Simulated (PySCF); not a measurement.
# How methods differ on the excitation energy of Zr

Zr [Kr] 4d2 5s2 (3F) → Zr [Kr] 4d4 (5D), as a difference of total energies. All numbers are calculated (PySCF 2.14, the spin-free X2C one-electron Hamiltonian (Gaussian nucleus), in aug-cc-pwCVTZ-DK with one added diffuse shell each of s, p, d, f, g type (12s11p9d5f4g, 161 functions)). The calculations carry no spin-orbit coupling.

| method | excitation energy (eV) |
| --- | --- |
| UHF | 2.503 |
| BHandHLYP | 2.615 |
| BP86 | 1.925 |
| TPSSh | 1.967 |
